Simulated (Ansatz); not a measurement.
Two isomers of C2H10BNSi: A = `CNB(C)[SiH3]`, B = `CN(C)B[SiH3]`.

Program: Ansatz. Geometries: PBE0-D4/def2-TZVP. ΔE: electronic, gas phase. CBS: MP2 limit from def2 TZ/QZ plus the TZ coupled-cluster correction, frozen cores. Functionals use def2-TZVPP. B3LYP here is the variant with VWN-RPA as its local correlation; programs differ in this. Each species was taken in one conformer, which may not be the lowest.

(1) Which isomer does CCSD(T)/CBS put lower? Give the gap. (An estimate is asked.)

(2) Give E(B) − E(A) in kcal/mol with B2PLYP, ωB97M-V, PBE-D4, B3LYP, MP2/def2-TZVPP, CCSD(T)/def2-TZVPP, B3LYP-D4. (Estimate.)

Largest T1 diagnostic: 0.013.

Answers

(1) Computed: A, by 14.8 kcal/mol.

(2) The calculation gave: B2PLYP 15.0, ωB97M-V 15.4, PBE-D4 15.3, B3LYP 15.2, MP2/def2-TZVPP 14.8, CCSD(T)/def2-TZVPP 14.3, B3LYP-D4 15.0. None reverses the order clearly.
